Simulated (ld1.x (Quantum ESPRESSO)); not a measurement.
## Si: variants of one TM potential

Base potential:

```json
{
 "Element": "Si",
 "Generator": "ld1.x (Quantum ESPRESSO) 7.5",
 "Type": "norm-conserving Troullier–Martins (Kleinman–Bylander form)",
 "Functional": "LDA (PZ)",
 "Relativity": "scalar-relativistic",
 "Frozen core": "[Ne]",
 "Valence charge": "4",
 "Reference configuration": "3s2 3p2",
 "Partial waves": "3s (bound): rc 1.30 bohr; 3p (bound): rc 2.15 bohr",
 "Local potential": "all-electron potential smoothed inside 1.55 bohr (lloc = -2)",
 "Core correction": "Bessel-smoothed model core, default radius (core density twice the valence density)"
}
```

Cutoffs, loose and tight: the cutoffs (Ry, on a coarse ladder) from which the occupation-weighted sum of valence levels, in a spherical-Bessel basis at the reference potential, stays within 10 and 1 mRy of its value at 400 Ry. They do not see the model core or the augmentation charge, which bear on the density cutoff. Test errors are all-electron minus pseudo excitation energies from the reference, over the configurations 3s2 3p1; 3s2 3p0; 3s1 3p0; 3s1 3p2; 3s2 3p2.3; 3s2 3p1.5; 3s0 3p4 (two spin-polarised tests are not counted in the largest error). A dash means not determined; rows that change the core or the reference have their own tests.

The default core radius of the base comes out at 1.13 bohr.

| change | outcome | cutoff, loose | cutoff, tight | bound ghosts | largest test error (meV) |
| --- | --- | --- | --- | --- | --- |
| base | generated | 40 Ry | 90 Ry | none | +78 |
| core correction Bessel-smoothed model core inside 0.56 bohr | generated | 40 Ry | 90 Ry | none | +77 |
| core correction Bessel-smoothed model core inside 0.72 bohr | generated | 40 Ry | 90 Ry | none | +77 |
| core correction Bessel-smoothed model core inside 0.82 bohr | generated | 40 Ry | 90 Ry | none | +77 |
| core correction Bessel-smoothed model core inside 0.98 bohr | generated | 40 Ry | 90 Ry | none | +77 |
| core correction Bessel-smoothed model core inside 1.10 bohr | generated | 40 Ry | 90 Ry | none | +78 |
| core correction Bessel-smoothed model core inside 1.28 bohr | generated | 40 Ry | 90 Ry | none | +79 |
| core correction Bessel-smoothed model core inside 1.44 bohr | generated | 40 Ry | 90 Ry | none | +84 |
| core correction Bessel-smoothed model core inside 1.54 bohr | generated | 40 Ry | 90 Ry | none | +90 |

**Question.** What comes out with this change to the base: core correction none?

**Answer.** outcome: generated; cutoff, loose: 40 Ry; cutoff, tight: 90 Ry; bound ghosts: none; largest test error (meV): +249.
